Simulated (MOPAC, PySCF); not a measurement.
C2H16Ge5, SMILES `[CH3][GeH2][GeH2][GeH2][GeH2][GeH2][CH3]`, neutral singlet in the gas phase. 

Cartesian coordinates (Å):
```xyz
23

C      4.0579    -0.8297     0.7111
Ge     3.0391     0.7771     0.2474
Ge     2.0945     0.6330    -1.9831
Ge     0.7668     2.5852    -2.5402
Ge    -0.1145     2.4827    -4.7978
Ge    -1.5515     4.3710    -5.3052
C     -2.2532     4.2805    -7.1313
H      3.4073    -1.7151     0.6785
H      4.8845    -0.9749     0.0012
H      4.4752    -0.7355     1.7242
H      1.8911     0.9812     1.2594
H      3.9543     2.0185     0.3168
H      3.2243     0.4832    -3.0255
H      1.2001    -0.6211    -2.0977
H      1.6326     3.8545    -2.3901
H     -0.4024     2.7046    -1.5392
H     -0.9017     1.1642    -4.9647
H      1.0681     2.4355    -5.7902
H     -2.7183     4.3884    -4.2943
H     -0.7450     5.6739    -5.1160
H     -1.4275     4.2819    -7.8570
H     -2.8398     3.3610    -7.2684
H     -2.9013     5.1459    -7.3323
```
Charge 0, spin multiplicity 1.

All levels are single points at this geometry (PBE0-D3(BJ)/def2-SVP); Pople sets use spherical d functions. Orbital energies aren't observables, and empty levels follow the basis.

PM3 in MOPAC gives gap (eV) = 7.22.

Task: Estimate the gap (eV) from each of these levels: PBE0-D4/def2-TZVP in PySCF; TPSSh-D3(BJ)/def2-TZVP in PySCF; B3LYP/3-21G in PySCF; B3LYP/6-31G* in PySCF; B3LYP/LANL2DZ in PySCF; M06-2X/6-31G* in PySCF; HF/3-21G in PySCF; HF/6-31G* in PySCF; HF/STO-3G in PySCF; AM1 in MOPAC; PM6 in MOPAC; PM7 in MOPAC.

Result: 
```json
[
 {"level": "PBE0-D4/def2-TZVP in PySCF", "gap (eV)": "6.55"},
 {"level": "TPSSh-D3(BJ)/def2-TZVP in PySCF", "gap (eV)": "5.72"},
 {"level": "B3LYP/3-21G in PySCF", "gap (eV)": "6.36"},
 {"level": "B3LYP/6-31G* in PySCF", "gap (eV)": "6.12"},
 {"level": "B3LYP/LANL2DZ in PySCF", "gap (eV)": "6.47"},
 {"level": "M06-2X/6-31G* in PySCF", "gap (eV)": "8.17"},
 {"level": "HF/3-21G in PySCF", "gap (eV)": "11.68"},
 {"level": "HF/6-31G* in PySCF", "gap (eV)": "11.73"},
 {"level": "HF/STO-3G in PySCF", "gap (eV)": "15.90"},
 {"level": "AM1 in MOPAC", "gap (eV)": "9.00"},
 {"level": "PM6 in MOPAC", "gap (eV)": "8.49"},
 {"level": "PM7 in MOPAC", "gap (eV)": "6.51"}
]
```
